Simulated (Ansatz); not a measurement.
C₃H₃, doublet, geometry from GFN2-xTB. Base run: B3LYP/cc-pVDZ (Ansatz, a program for electronic structure).

Geometry (Å):
```xyz
6

C      0.0018    -0.0008     0.3345
C      0.0080    -0.0036     1.5290
C     -0.0059     0.0027    -1.1227
H      0.0400     1.0302    -1.4794
H      0.8575    -0.5512    -1.4875
H     -0.9208    -0.4685    -1.4779
```
Charge 0, spin multiplicity 2.
Orbitals are unrestricted.
All else is at Ansatz's defaults.

Variants of this job, named by their change:

| change | basis functions | E (Eh) |
|---|---|---|
| base | 57 | -115.93700 |
| basis = x2c-TZVPall; relativity = none | 111 | -115.97874 |
| basis = cc-pVTZ-DK; relativity = none | 132 | -115.97650 |
| basis = x2c-TZVPall; relativity = spin-free X2C | 111 | -116.02520 |
| basis = cc-pVTZ-DK; relativity = spin-free X2C | 132 | -116.02303 |
| basis = cc-pVDZ-DK; relativity = none | 57 | -115.93564 |
| basis = cc-pVTZ-DK; relativity = spin-free X2C; nucleus = Gaussian | 132 | -116.02302 |
| basis = x2c-TZVPall; relativity = spin-free X2C; nucleus = Gaussian | 111 | -116.02519 |
| basis = cc-pVDZ-DK; relativity = spin-free X2C | 57 | -115.98230 |
| basis = cc-pVDZ-DK; relativity = spin-free X2C; nucleus = Gaussian | 57 | -115.98229 |

Totals shift with the method and basis; they matter in differences.

Ansatz warned in this series: the basis is contracted for relativity, which the run leaves out.

Basis sets contracted for a relativistic Hamiltonian are a mismatch without it, so the rows without relativity aren't non-relativistic limits. No row has spin-orbit coupling; sets with core potentials leave out the core electrons.
